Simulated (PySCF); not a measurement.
# Polarisability of `C#Cc1coc(C(=O)[O-])c1`

Species: C₇H₃O₃ (charge -1).
Cartesian coordinates in Å at the GFN2-xTB level; atoms count from 1:
```
atom  x, y, z in Å
C1     3.3302    0.9052    0.1663
C2     2.2240    0.4564    0.0276
C3     0.9115   -0.0244   -0.1097
C4     0.5037   -1.1796   -0.7283
O5    -0.8266   -1.3051   -0.6608
C6    -1.3140   -0.2329    0.0037
C7    -2.8457   -0.0635    0.2605
O8    -3.5671   -0.9621   -0.1777
O9    -3.1297    0.9682    0.8798
C10   -0.2835    0.5891    0.3662
H11    4.2998    1.2883    0.2822
H12    1.0589   -1.9512   -1.2294
H13   -0.3658    1.5121    0.9021
```

Level: PBE0/def2-SVPD (PySCF), static field, nuclei fixed, core orbitals frozen in the response. The polarisability tensor in these axes (au):

```
x   147.19  14.55  -1.11
y    14.55  88.55  16.31
z    -1.11  16.31  66.78
```

Problem. What are the eigenvalues, a third of the trace, and Δα (Δα² = ½Σ(αi − αj)² over the three pairs)?

Solution. Principal values 57.34, 94.50 and 150.68 au; mean 100.84 au = 14.94 Å³ = 16.63 × 10⁻⁴⁰ C²·m²/J; Δα = 81.40 au (81 % of the mean).

Problem. What depolarisation ratio follows for Rayleigh scattering of linearly polarised light, taking the static tensor?

Solution. ρ = 3Δα²/(45ᾱ² + 4Δα²) = 19875.8/(457597 + 26501.0) = 0.0411.

Problem. In TDDFT the mean static polarisability is Σ f/ω² over all singlet excitations (ω in hartree). How much of it do the 8 lowest give? Their energies (eV) and oscillator strengths: 3.98, 0.0000; 4.15, 0.0000; 4.47, 0.0067; 4.65, 0.0001; 4.87, 0.0000; 5.04, 0.0613; 5.12, 0.0009; 5.31, 0.0039.

Solution. They add up to 2.16 au, 2.1 % of the 100.84 au; the largest single term is 1.78 au, from the state at 5.04 eV. Terms in order: 0.00, 0.00, 0.25, 0.00, 0.00, 1.78, 0.03, 0.10 au. Higher excitations give the rest. The strengths listed sum to 0.073.

Problem. What are the principal values of the traceless quadrupole moment, Θ = ½Σq(3rr − r²1), about the centre of nuclear charge?

Solution. -35.82, 13.82, 22.00 D·Å. The values depend on the origin, since the species is charged. The electronic extent ⟨r²⟩ about the same centre is 1644 bohr², a root-mean-square distance of 2.56 Å for the 70 electrons.

Problem. Along which axes do the principal values lie, and how far do the nuclei extend along each?

Solution. Largest value along (0.97, 0.24, 0.03), where the nuclei span 8.19 Å; middle along (-0.22, 0.84, 0.50), 4.42 Å; least along (0.09, -0.49, 0.86), 0.00 Å. The response follows the extents in order.

Geometry: GFN2-xTB; no solvent, vibrations or thermal averaging.

The run behind these numbers computed excited states as well. The run took 43 s on Arm Neoverse V1, one thread, on a shared host.
